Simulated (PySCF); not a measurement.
Sn(Cl)(Me) (CH3ClSn), SMILES [CH3][Sn][Cl] (connectivity only; charge and spin as stated), neutral, multiplicity 1.

Coordinates come from a B3LYP-D3(BJ)/def2-SVP optimisation. The def2 effective core potentials stand for the cores of Sn; spin–orbit coupling is left out.

These are PySCF with TDA-LC-ωPBE/def2-SVPD values and carry that method's errors.

Vertical excitations.  State labels are in the subgroup Cs.

Computed excitation energies, oscillator strengths and character:
| state | symmetry | energy (eV) | λ (nm) | f | main pairs |
|---|---|---|---|---|---|
| S1 | A" | 2.93 | 423 | 0.031 | HOMO→LUMO 97 % |
| S2 | A' | 5.27 | 235 | 0.102 | HOMO→LUMO+1 85 % |
| S3 | A" | 5.37 | 231 | 0.019 | HOMO−1→LUMO 93 % |
| S4 | A" | 5.72 | 217 | 0.003 | HOMO−3→LUMO 92 % |
| S5 | A' | 5.90 | 210 | 0.060 | HOMO−2→LUMO 87 % |
| S6 | A' | 6.87 | 180 | 0.075 | HOMO→LUMO+2 86 % |
| S7 | A' | 6.99 | 177 | 0.516 | HOMO→LUMO+3 90 % |
| S8 | A" | 7.41 | 167 | 0.016 | HOMO−2→LUMO+1 76 % |
| S9 | A' | 7.45 | 166 | 0.139 | HOMO−1→LUMO+1 59 %, HOMO−3→LUMO+1 15 % |
| S10 | A' | 8.34 | 149 | 0.313 | HOMO−3→LUMO+1 26 %, HOMO→LUMO+4 21 %, HOMO−1→LUMO+1 15 %, HOMO−4→LUMO 13 % |
| T1 | A" | 1.84 | 675 | 0 | HOMO→LUMO 95 % |
| T2 | A' | 4.23 | 293 | 0 | HOMO→LUMO+1 83 % |
| T3 | A" | 4.88 | 254 | 0 | HOMO−1→LUMO 67 %, HOMO−3→LUMO 26 % |
| T4 | A' | 5.22 | 237 | 0 | HOMO−2→LUMO 96 % |
Triplets are in the Tamm–Dancoff approximation.
